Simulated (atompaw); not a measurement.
**Pseudopotential generation for europium: PAW (atompaw), LDA (PW92), scalar-relativistic.**

Eu (Z = 63), PAW, made with atompaw 4.2.0.5 (LDA (PW92), scalar-relativistic). Core [Kr] 4d10, reference 4f7 5s2 5p6 5d0.5 6s1.5 6p0. Waves: 5s (bound): rc 2.24 bohr; 6s (bound): rc 2.45 bohr; 5p (bound): rc 1.75 bohr; 6p (bound, empty): rc 2.45 bohr; 5d (bound): rc 0.85 bohr; 5d channel at 3.15 Ry: rc 0.85 bohr; 4f (bound): rc 0.95 bohr; 4f channel at 0.55 Ry: rc 0.95 bohr. Local part: bessel scheme, radius 2.15 bohr. Core correction: smooth core density matched at 1.55 bohr. Augmentation charge: gaussian compensation charge, radius 2.15 bohr; PAW radius 2.45 bohr; waves and projectors: custom polynom vanderbiltortho.

All-electron outer shells of the reference configuration (LDA (PW92), scalar-relativistic, ld1.x):

```csv
shell,level (eV),outermost node (bohr),outermost maximum (bohr)
4p,-257.21,0.30,0.55
4d,-134.14,0.27,0.57
5s,-44.19,0.67,1.23
5p,-23.30,0.72,1.41
6s,-3.58,1.67,3.60
4f,-2.36,–,0.59
5d,-1.40,0.82,2.21
6p,-1.17,2.03,5.05
```

**Question.** Estimate the cutoffs (Ry, on a coarse ladder) from which the occupation-weighted sum of valence levels, in a spherical-Bessel basis at the reference potential, stays within 10 and 1 mRy of its value at 400 Ry.

**Answer.** 230 Ry and over 300 Ry.

**Question.** What does a ghost test show?

**Answer.** No extra level below or beside the all-electron valence levels (s, p, d, f tested).

**Question.** Is the overlap operator S = 1 + Σ q|β⟩⟨β| positive definite (Bessel basis up to 400 Ry)?

**Answer.** Yes: its lowest eigenvalue is 0.65 (s channel).

**Question.** Which valence shell sets the plane-wave cutoff?

**Answer.** 4f: its level needs 230 Ry to come within 1 mRy, against 120 Ry for 5d.
